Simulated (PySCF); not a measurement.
**What settings do to a single point of [Eu(P5)2]+**

The sound run of [Eu(P5)2]+ (singlet in the valence; each metal's 4f electrons, 6 of them, lie in its core potential, out of spins and levels) uses PySCF 2.14.0, RKS TPSS, Eu lcecp-1-SVP with ECP52, P def2-SVP; non-relativistic Hamiltonian with scalar-relativistic core potentials where named; density fitting; no spin-orbit coupling, grid (50, 194), threshold 1e-8 Eh and 55 cycles, at the relaxed geometry:

```xyz
11

Eu    0.0000    0.0000    0.0000
P     0.0000    1.8290    2.4977
P    -1.7395    0.5652    2.4977
P    -1.0751   -1.4797    2.4977
P     1.0751   -1.4797    2.4977
P     1.7395    0.5652    2.4977
P     0.0000   -1.8290   -2.4977
P    -1.7395   -0.5652   -2.4977
P    -1.0751    1.4797   -2.4977
P     1.0751    1.4797   -2.4977
P     1.7395   -0.5652   -2.4977
```

There Eu1 has a Mulliken charge of 1.17 e and the dipole about the centre of mass is 0.00 D. Each run below changes one thing and starts from free metal ions and neutral atoms unless it says otherwise; with 55 cycles, smearing, a level shift and second-order steps follow where DIIS fails, and their cycles count. Energy shifts count from the sound run. On f atoms grids over 110 angular points are at least (60, 302).

```tsv
change	outcome	cycles	energy shift (eV)	largest force component (eV/Å)	charge on Eu1 (e)	dipole about the centre of mass (D)
spin (2S) set to 8, limit 65 cycles	converged	12	7.61	0.90	1.23	0.00
charge changed by -3, spin kept, limit 87 cycles	refused	–	–	–	–	–
threshold 0.001	converged	5	0.0011	0.04	1.16	0.00
grid (99, 590)	converged	9	0.0076	0.00	1.17	0.00
```

(1) How does the run with this change end: start from a density of up to 30 smeared cycles (not counted)?

Unsound on purpose, so not properties of the compound: spin (2S) set to 8, limit 65 cycles.

Forces carry noise of the integration grid, about 0.01 to 0.03 eV/Å.

No frequency check is given that shows the relaxed geometry to be a minimum. An lcecp potential fixes the number of 4f electrons, so in runs with it no electron can move into or out of that shell.

## Answers

(1) outcome converged, cycles 9, energy shift (eV) 0.0000, largest force component (eV/Å) 0.03, charge on Eu1 (e) 1.17, dipole about the centre of mass (D) 0.00.
